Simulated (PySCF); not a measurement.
**Broadened absorption spectrum of Ge(vinyl)H3**

Compound: Ge(vinyl)H3, C₂H₆Ge.
Bonds: Ge1–C2, C2–C3. Hydrogens: H7, H8, H9 on Ge1; H4 on C2; H5, H6 on C3.

The calculation used TDDFT CAM-B3LYP/def2-SVPD, vertical, gas phase, core orbitals frozen in the response in PySCF. The structure is a single PBE0-D3(BJ)/def2-SVP conformer in the gas phase; no vibrational or solvent corrections. Relativistic effects, spin–orbit coupling among them, are left out although an element past zinc is present.

Broadening: Gaussians 0.4 eV wide at half height, area fixed by f = 4.319×10⁻⁹ ∫ε dν̃. The width is an assumption, not a result. The curve ends short of the highest state used, and states not computed would add to its high-energy end.

| E (eV) | ε (L mol⁻¹ cm⁻¹) |
| --- | --- |
| 6.02 | 0 |
| 6.07 | 1 |
| 6.12 | 2 |
| 6.16 | 3 |
| 6.21 | 7 |
| 6.26 | 16 |
| 6.30 | 29 |
| 6.35 | 63 |
| 6.40 | 138 |
| 6.45 | 296 |
| 6.49 | 534 |
| 6.54 | 1078 |
| 6.59 | 2050 |
| 6.63 | 3265 |
| 6.68 | 5454 |
| 6.73 | 8411 |
| 6.78 | 11938 |
| 6.82 | 14868 |
| 6.87 | 18117 |
| 6.92 | 20269 |
| 6.96 | 20851 |
| 7.01 | 20010 |
| 7.06 | 17656 |
| 7.11 | 14350 |
| 7.15 | 11485 |
| 7.20 | 8136 |
| 7.25 | 5402 |
| 7.29 | 3751 |
| 7.34 | 2312 |
| 7.39 | 1424 |
| 7.44 | 921 |
| 7.48 | 711 |
| 7.53 | 619 |
| 7.58 | 679 |
| 7.62 | 818 |
| 7.67 | 1083 |
| 7.72 | 1413 |
| 7.77 | 1760 |
| 7.81 | 2019 |
| 7.86 | 2292 |
| 7.91 | 2493 |
| 7.95 | 2604 |
| 8.00 | 2689 |
| 8.05 | 2724 |
| 8.10 | 2720 |
| 8.14 | 2703 |
| 8.19 | 2698 |
| 8.24 | 2780 |
| 8.28 | 2978 |
| 8.33 | 3483 |
| 8.38 | 4361 |
| 8.42 | 5363 |
| 8.47 | 6977 |
| 8.52 | 8926 |
| 8.57 | 11102 |
| 8.61 | 12927 |

**Question.** Where are the band maxima, and which computed states make them?

**Answer.** 178 nm (6.96 eV), ε about 21000, made up of S2 (100%); 154 nm (8.07 eV), ε about 2700, made up of S4 (28%), S5 (51%) and S6 (18%) (hardly more than a shoulder) (ε in L mol⁻¹ cm⁻¹; maxima over ε = 5, shares over 10%). At its high-energy end, 8.61 eV, the curve is still rising (ε about 13000, from S9, S10, S11 and S12). The states used: S1 6.62 eV (f 0.0016); S2 6.96 eV (f 0.308); S3 7.31 eV (f 0.0091); S4 7.85 eV (f 0.025); S5 8.10 eV (f 0.021); S6 8.23 eV (f 0.011); S7 8.33 eV (f 0.0011); S8 8.53 eV (f 0.019); S9 8.62 eV (f 0.059); S10 8.62 eV (f 0.026); S11 8.78 eV (f 0.084); S12 8.92 eV (f 0.190); S13 9.07 eV (f 0.0023); S14 9.14 eV (f 0.031); S15 9.21 eV (f 0.252).

**Question.** On this curve, what absorbance would a 10⁻⁴ mol/L sample give at 193 nm over a 1 cm path?

**Answer.** 193 nm is 6.424 eV, where ε is about 200 L mol⁻¹ cm⁻¹, so A = ε c l ≈ 0.02 (Beer–Lambert, with the gas-phase spectrum and the assumed width).

**Question.** Coming from long wavelengths, where does ε first pass 100 L mol⁻¹ cm⁻¹?

**Answer.** At about 194 nm (6.38 eV), 0.24 eV below S1.

**Question.** What would ε be at 6.96 eV, the highest of these maxima, with half the width (0.2 eV)?

**Answer.** About 41500 L mol⁻¹ cm⁻¹ against 20900, a factor of about 1.99; a lone state at its own centre would give exactly 2.
